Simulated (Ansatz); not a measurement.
Ansatz results at the PBE0-D4/def2-TZVP geometry: HOMO energy (ωB97M-V/def2-TZVPP) -8.94 eV; HOMO energy (B3LYP/def2-TZVPP) -6.64 eV; size of the dipole moment (B3LYP/def2-TZVPP) 0.94 D.

Each molecule was computed in one conformer, which needn't be the lowest.

Problem. Which molecule gave them?
A. `C#CO[SiH2]Br`
B. `C/C=C(\N)Cl`
C. `CC1([SiH3])BO1`
D. `C[AsH]B1CC1`

Solution. D. The others give `CC1([SiH3])BO1`: -10.02, -7.57, 1.47; `C/C=C(\N)Cl`: -8.28, -5.90, 2.14; `C#CO[SiH2]Br`: -9.83, -7.30, 1.36.

B3LYP here is the variant with VWN-RPA as its local correlation; programs differ in this.
